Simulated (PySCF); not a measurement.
Labels have come off several samples. The candidates:

A. `C/C(F)=C/C#N`
B. 3-(aminomethyl)pyridine (C(N)c1cccnc1)
C. SMILES N#CC/C=C\F

Spectrum 1. $^{1}$H NMR (300 MHz, computed): δ 6.79 (ddt, J = 89.6, 5.8, 2.0 Hz, 1H), 4.85 (dtd, J = 30.1, 9.0, 5.8 Hz, 1H), 3.00 (ddd, J = 9.0, 2.5, 2.0 Hz, 2H). $^{13}$C{$^{1}$H} NMR (computed): δ 159.8 (CH, d, J = 343.6 Hz), 121.4 (C), 107.9 (CH, d, J = 2.9 Hz), 12.8 (CH2, d, J = 9.5 Hz).

Spectrum 2. $^{1}$H NMR (300 MHz, computed): δ 4.44 (dq, J = 27.2, 1.5 Hz, 1H), 2.03 (dd, J = 15.5, 1.5 Hz, 3H). $^{13}$C{$^{1}$H} NMR (computed): δ 183.6 (C, d, J = 357.2 Hz), 117.3 (C), 84.0 (CH, d, J = 13.8 Hz), 20.7 (CH3, d, J = 23.4 Hz).

Spectrum 3. $^{1}$H NMR (300 MHz, computed): δ 8.70 (dd, J = 5.3, 1.5 Hz, 1H), 8.64 (d, J = 2.2 Hz, 1H), 7.49 (ddd, J = 8.5, 2.2, 1.5 Hz, 1H), 7.23 (dd, J = 8.5, 5.3 Hz, 1H), 3.59 (s, 2H), 0.33 (br s, 2H). $^{13}$C{$^{1}$H} NMR (computed): δ 155.5 (CH), 154.4 (CH), 145.9 (C), 139.9 (CH), 128.7 (CH), 49.3 (CH2).

Theory: PBE0-D3(BJ)/def2-SVP geometry, GIAO PBE0/pcSseg-1 shieldings, J: B3LYP/pcJ-1 (spin–dipole term left out of most H,H and C,H couplings), in PySCF 2.14.0 with density-fitted response routines (one averaged value for each set of equivalent atoms, no solvent model, a single conformation, no relativistic terms).

Scale: TMS for $^{1}$H, $^{13}$C (reference shieldings calculated alike). Multiplet labels drop J under 1 Hz and among equivalent protons, and merge close values. Unscaled 3J(H,H) run several per cent high. One-bond C–F couplings are unscaled and too large by tens of Hz. Shifts are as computed. Against solution values, carbons near 30 ppm lie about +2 ppm off and those near 130 ppm about +5 ppm. Of 1211 compounds with measured shifts, 218 miss one by over three times the rms of a fit or turn the order of signals round; such compounds aren't used in these exercises. OH and NH positions are gas-phase values without hydrogen bonding to other molecules.

Q: Which spectrum belongs to which compound?

A: 1–C, 2–A, 3–B.

- Spectrum 1 (C): 4 $^{13}$C signals; δC 159.8 is an alkene CH; δC 121.4 is a nitrile carbon.
- Spectrum 2 (A): 4 $^{13}$C signals; δC 117.3 is a nitrile carbon; δC 20.7 is an allylic methyl carbon.
- Spectrum 3 (B): 6 $^{13}$C signals; δC 155.5 is an aromatic CH next to a ring nitrogen; δC 154.4 is an aromatic CH next to a ring nitrogen.
